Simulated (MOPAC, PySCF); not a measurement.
C$_{2}$H$_{6}$Si, SMILES `C=C[SiH3]`, neutral singlet in the gas phase. 

Cartesian coordinates (Å):
```xyz
9

C     -1.4804     0.2731    -0.3696
C     -0.5260    -0.0642     0.4956
Si     1.2803    -0.1673     0.0519
H     -1.2562     0.5127    -1.4037
H     -2.5264     0.3255    -0.0861
H     -0.8215    -0.2918     1.5178
H      1.8019    -1.5358     0.2897
H      1.4494     0.1809    -1.3786
H      2.0790     0.7669     0.8830
```
Charge 0, multiplicity 1.

All levels are single points at this geometry (B3LYP-D3(BJ)/def2-TZVP); Pople sets use spherical d functions. Orbital energies aren't observables, and empty levels follow the basis.

| level | HOMO (eV) | LUMO (eV) | gap (eV) | dipole (D) | vertical IE, Delta-SCF (eV) |
|---|---|---|---|---|---|
| PBE-D3(BJ)/def2-TZVP in PySCF | -6.88 | -1.50 | 5.39 | 0.74 | 10.05 |
| TPSSh-D3(BJ)/def2-TZVP in PySCF | -7.35 | -0.89 | 6.45 | 0.74 | 10.06 |
| B3LYP/3-21G in PySCF | -7.51 | -0.04 | 7.48 | 0.70 | – |
| B3LYP/6-311+G** in PySCF | -7.76 | -0.72 | 7.03 | 0.65 | – |
| B3LYP/LANL2DZ in PySCF | -7.57 | -0.32 | 7.25 | 0.52 | – |
| M06-2X/6-31G* in PySCF | -8.97 | 0.95 | 9.92 | 0.70 | – |
| HF/STO-3G in PySCF | -8.49 | 8.51 | 17.01 | 0.10 | – |
| PM3 in MOPAC | -9.99 | 0.64 | 10.63 | 0.15 | – |
| PM7 in MOPAC | -10.72 | 0.81 | 11.53 | 0.38 | – |
